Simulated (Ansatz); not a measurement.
Species: CH4O3, SMILES `OC(O)O` (charge 0, multiplicity 1), formula CH₄O₃.

How many basis functions does frozen-core CCSD(T)/cc-pVTZ // B3LYP-D3(BJ)/def2-TZVP in Ansatz (a first-principles code) use, how many core orbitals are frozen, and how many electrons are correlated?

176 basis functions and 4 frozen orbitals, which leaves 26 correlated electrons. Core time is of the order of minutes.
